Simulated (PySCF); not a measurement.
Species: C4H7FSi.
Atom-mapped SMILES: `[F:1]/[CH:2]=[CH:3]/[C@@H:4]1[CH2:5][SiH2:6]1` (hydrogens: H7 on C2; H8 on C3; H9 on C4; H10, H11 on C5; H12, H13 on Si6)

Computed by this run: PBE0-D3(BJ)/def2-SVP geometry optimisation, gas phase in PySCF; density fitting, grid level 1; the optimiser is geomeTRIC in internal coordinates, started from a GFN2-xTB structure with every atom displaced at random (about 0.01 Å).

Step 1: E = -14836.1305 eV
```
atom  x, y, z in Å  |  force x, y, z in eV/Å
F1      3.1845    0.6551   -1.0896    0.579  -0.206  -0.233
C2      2.2876    0.3963   -0.1497   -0.340   0.367   0.294
C3      1.0385    0.0798   -0.4753   -0.565   0.203  -0.003
C4     -0.1052   -0.0001    0.4621    0.126  -0.566  -0.145
C5     -1.1243   -1.1399    0.2308   -0.152   0.050  -0.199
Si6    -1.8695    0.5498    0.0072    0.545   0.168   0.113
H7      2.6589    0.5660    0.8680   -0.005  -0.010  -0.060
H8      0.8396   -0.0679   -1.5446   -0.035   0.083   0.023
H9      0.1858    0.1257    1.5107   -0.056   0.057   0.090
H10    -1.4032   -1.7400    1.1024   -0.025  -0.017   0.025
H11    -0.9736   -1.7525   -0.6719    0.034   0.081   0.173
H12    -2.0003    1.1541   -1.3392   -0.121  -0.127  -0.090
H13    -2.7179    1.1718    1.0566    0.014  -0.082   0.011
```

Step 2: E = -14836.1347 eV
```
atom  x, y, z in Å  |  force x, y, z in eV/Å
F1      3.3217    0.5095   -0.9692   -0.511   0.169  -0.409
C2      2.2440    0.4578   -0.1828    0.351  -0.408   0.753
C3      0.9980    0.1354   -0.5327    0.486   0.167  -0.300
C4     -0.0878   -0.0142    0.4536   -0.170   0.058  -0.195
C5     -1.1164   -1.1440    0.2331   -0.063  -0.019  -0.111
Si6    -1.8347    0.5532    0.0198    0.062   0.197   0.185
H7      2.5364    0.6095    0.8614   -0.082   0.073   0.076
H8      0.7820    0.0011   -1.5996   -0.059  -0.145   0.044
H9      0.2214    0.1133    1.4991    0.006   0.031  -0.058
H10    -1.3787   -1.7484    1.1082   -0.006   0.035   0.004
H11    -0.9840   -1.7534   -0.6687    0.066  -0.017   0.029
H12    -2.0395    1.1074   -1.3413   -0.028  -0.083  -0.022
H13    -2.6615    1.1707    1.0863   -0.052  -0.059   0.004
```

**Question.** Estimate the geometry and energy of step 3. (The exact step hangs on the optimiser's Hessian estimate; all steps are aligned on step 2, rigid shifts and turns removed.)

**Answer.** E = -14836.1742 eV, largest force 0.610 eV/Å
```
atom  x, y, z in Å  |  force x, y, z in eV/Å
F1      3.2324    0.4845   -1.0550    0.126   0.329   0.077
C2      2.2557    0.4615   -0.1456   -0.028  -0.552  -0.258
C3      1.0117    0.1404   -0.5003   -0.010   0.151   0.312
C4     -0.0922   -0.0123    0.4639   -0.130   0.052  -0.143
C5     -1.1158   -1.1421    0.2240   -0.067  -0.022  -0.057
Si6    -1.8344    0.5541    0.0136    0.057   0.196   0.133
H7      2.6037    0.6227    0.8807    0.014   0.062  -0.075
H8      0.8027    0.0058   -1.5682    0.052  -0.116   0.042
H9      0.2008    0.1131    1.5139   -0.004   0.022  -0.024
H10    -1.3913   -1.7481    1.0938    0.005   0.021   0.004
H11    -0.9675   -1.7485   -0.6764    0.061  -0.026   0.006
H12    -2.0265    1.1070   -1.3499   -0.029  -0.065  -0.016
H13    -2.6784    1.1601    1.0732   -0.046  -0.055   0.000
```

The energy changes by -0.0395 eV. The first-order estimate −F·Δx gives -0.1013 eV and the mean of the old and new forces, exact on a quadratic surface, -0.0384 eV. The step makes an angle of 64° with the force vector and moves no atom by more than 0.126 Å.

What follows is the cost of the whole optimisation. The run took 88 s wall on one thread of an Arm Neoverse N1, no GPU, on a shared host, and the process peaked at 0.51 GiB of memory.
